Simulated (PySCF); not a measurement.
## Spin–spin coupling constants

Bonds (- single, = double, # triple, : aromatic): C1=C2, C2-C3, C3=C4, C4-C5, C5=C6, C6-C7, C7-N8, C5-C2. C1 carries H9, H10; C3 carries H11; C4 carries H12; C6 carries H13; C7 carries H14, H15; N8 carries H16, H17. Stereochemistry as in C=C1C=C/C1=C/CN. H9 is cis to C3; H10 is trans to C3.

Couplings: B3LYP/pcJ-1 (spin–dipole term only in couplings to heteroatoms) in PySCF 2.14, geometry GFN2-xTB; gas phase, one conformer, non-relativistic. Couplings are averaged over pairs made equivalent by symmetry, fast rotation or ring inversion, so a value needn't be that of the named pair in this geometry, while other rotamers aren't included; one pair stands for each set, and the list holds a selection of those of at least 1.5 Hz over up to four bonds.

Isotopes: $^{13}$C, $^{1}$H, $^{15}$N.

```csv
pair,bonds,J (Hz)
"C1, C2",1,82.9
"C1, H9",1,164.8
"C1, H10",1,166.3
"C2, C3",1,?
"C2, C5",1,?
"C3, C4",1,61.2
"C3, H11",1,182.3
"C4, C5",1,45.0
"C4, H12",1,?
"C5, C6",1,?
"C6, C7",1,42.3
"C6, H13",1,158.9
"C7, H14",1,?
"N8, H16",1,-66.1
"C2, H11",2,5.3
"C7, H13",2,2.6
"H9, H10",2,-2.5
"C2, H12",3,14.7
"C2, H13",3,12.7
"C3, C6",3,9.8
"C3, H9",3,10.2
"C4, C7",3,?
"C5, H11",3,?
"H13, H14",3,8.8
"C3, H13",4,?
"C4, H9",4,-1.9
```

Question: Estimate the withheld couplings, with signs.

Answer: 
- $^{1}J$(C2,C3) = 44.6 Hz (bond length 1.474 Å)
- $^{1}J$(C2,C5) = 44.4 Hz (bond length 1.500 Å)
- $^{1}J$(C4,H12) = 181.1 Hz (bond length 1.074 Å, sp2 carbon)
- $^{1}J$(C5,C6) = 83.3 Hz (bond length 1.326 Å)
- $^{1}J$(C7,H14) = 142.5 Hz (bond length 1.095 Å, sp3 carbon)
- $^{3}J$(C4,C7) = 6.4 Hz (dihedral angle 178°)
- $^{3}J$(C5,H11) = 14.7 Hz
- $^{4}J$(C3,H13) = -1.8 Hz
